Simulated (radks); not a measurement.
Q: Radial electron density D(r) = 4 pi r^2 rho(r) of an atom or ion with 3 electrons. All-electron calculation, scalar-relativistic Kohn-Sham, r2SCAN, spin-polarised, spherical densities, finite nucleus; meta-GGA in the generalised Kohn-Sham scheme; Fermi nuclear charge, rms radius of each element as measured or else 0.836 A^(1/3) + 0.57 fm. Program: a radial shooting solver on a logarithmic mesh with Libxc functionals.

r (bohr),D(r) (e/bohr),spin D(r)
0.004668,7.675,-0.0000956
0.005886,10.93,-0.000136
0.007423,15.19,-0.000188
0.009287,20.28,-0.000248
0.01171,26.35,-0.000314
0.01477,32.65,-0.000362
0.01863,38.08,-0.000332
0.02349,41.19,-0.0000516
0.02939,40.59,0.000935
0.03706,35.56,0.00415
0.04674,26.82,0.0137
0.05895,16.78,0.0404
0.07375,8.585,0.104
0.093,3.381,0.252
0.1173,1.317,0.523
0.1479,1.006,0.881
0.1851,1.101,1.09
0.2334,0.8160,0.815
0.2943,0.1555,0.155
0.3712,0.1773,0.177
0.4643,1.419,1.42
0.5856,2.347,2.35
0.7385,1.531,1.53
0.9314,0.4107,0.411
1.165,0.04448,0.0445
1.469,0.001373,0.00137

What is the nuclear charge?

A: Z = 38. The innermost maximum, from 1s, lies near gamma/Z bohr with gamma = sqrt(1 - (Z/c)^2) = 0.961, here 0.0253 bohr (found: 0.0254), and its height grows with Z. The density is that of the strontium ion Sr35+ in [He] 4d1; the configuration itself is not fixed sharply by these data, and Z only to a few units. D(r) has 3 maxima, at r = 0.0254, 0.184, 0.586 bohr, and minima at 0.142 bohr, inside which lie 2.03 electrons.
